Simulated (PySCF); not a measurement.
# Polarisability of [GeCl5]-

Species: [GeCl5]- (charge -1).
Cartesian coordinates in Å at the PBE0-D3(BJ)/def2-SVP level; atoms count from 1:
```
atom  x, y, z in Å
Ge1    0.0090   -0.0165   -0.0106
Cl2   -0.0041   -0.0225    2.2652
Cl3    0.0290   -0.0125   -2.2854
Cl4    2.2232    0.0019    0.0053
Cl5   -1.1083    1.8961   -0.0185
Cl6   -1.0857   -1.9424   -0.0252
```

Level: B3LYP/def2-SVPD (PySCF), static field, nuclei fixed, core orbitals frozen in the response. The polarisability tensor in these axes (au):

```
x   111.05   0.05  -0.07
y     0.05 111.13  -0.03
z    -0.07  -0.03 123.37
```

What are the eigenvalues, a third of the trace, and Δα (Δα² = ½Σ(αi − αj)² over the three pairs)?

Principal values 111.02, 111.16 and 123.37 au; mean 115.18 au = 17.07 Å³ = 18.99 × 10⁻⁴⁰ C²·m²/J; Δα = 12.28 au (11 % of the mean).

What are the principal values of the traceless quadrupole moment, Θ = ½Σq(3rr − r²1), about the centre of nuclear charge?

-9.22, 4.59, 4.63 D·Å. The values depend on the origin, since the species is charged. The electronic extent ⟨r²⟩ about the same centre is 1737 bohr², a root-mean-square distance of 2.03 Å for the 118 electrons.

Rayleigh depolarisation ratio (linearly polarised light, static tensor)?

ρ = 3Δα²/(45ᾱ² + 4Δα²) = 452.2/(597022 + 603.0) = 0.000757.

Form Σ f/ω² (atomic units) for the 15 lowest TDDFT singlets, given as eV and f, and set it beside the mean polarisability, which is this sum over all singlets: 3.87, 0.0000; 3.88, 0.0000; 4.35, 0.0120; 4.35, 0.0121; 4.65, 0.0607; 4.90, 0.0000; 5.39, 0.0006; 5.40, 0.0405; 5.40, 0.0411; 5.71, 0.0000; 5.71, 0.0000; 6.69, 0.0000; 6.70, 0.0000; 6.84, 0.0001; 6.85, 0.0001.

They add up to 5.10 au, 4.4 % of the 115.18 au; the largest single term is 2.08 au, from the state at 4.65 eV. Terms in order: 0.00, 0.00, 0.47, 0.47, 2.08, 0.00, 0.02, 1.03, 1.04, 0.00, 0.00, 0.00, 0.00, 0.00, 0.00 au. Higher excitations give the rest. The strengths listed sum to 0.167.

Isolated species at its PBE0-D3(BJ)/def2-SVP geometry, gas phase. The geometry's basis has no diffuse functions. The calculation is non-relativistic, for germanium too.
